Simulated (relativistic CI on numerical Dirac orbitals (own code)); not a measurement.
# Cr⁴⁺: K-beta X-ray emission

Computed with this model: Dirac-Coulomb-Breit CI, orbitals from a KLI potential per configuration, QED by a radiative potential, multiplet model of X-ray emission after core ionisation, unscaled Slater integrals; configurations [Ar] 3d2 → 1s 2s2 2p6 3s2 3p6 3d2 → [Ne] 3s2 3p5 3d2; 300 K; Lorentzian 2.24 eV and Gaussian 1 eV FWHM. Energies are those of the free ion, without screening or charge transfer. S is read from ⟨S²⟩ = S(S + 1).

Field parameters in Wybourne normalisation: Oh B⁴₀ = 21Dq, B⁴₄ = √(5/14) B⁴₀. The field is a parameter set, without covalency.

free ion: ground-state S = 1.00, centroid 5951.17 eV. Peaks (eV, height): 5930.6 (10), 5937.8 (11), 5953.4 (100).

Oh, 10Dq = 5000 cm⁻¹: ground-state S = 1.00, centroid 5951.41 eV. Peaks (eV, height): 5930.4 (9), 5937.4 (10), 5953.4 (100).

Oh, 10Dq = 31400 cm⁻¹: ground-state S = 1.00, centroid 5951.49 eV. Peaks (eV, height): 5934.8 (7), 5953.6 (100).

Strongest unbroadened transitions for free ion:

```tsv
Energy (eV)	Relative strength
5930.63	23.0
5937.84	23.0
5948.37	8.4
5949.72	27.5
5949.90	17.9
5951.79	11.4
5951.80	9.3
5951.86	17.3
5951.98	10.1
5952.39	54.8
5952.47	46.8
5953.60	100.0
5953.78	90.1
5954.06	15.2
5956.35	9.8
5956.46	22.7
5956.47	15.2
5956.53	28.5
```
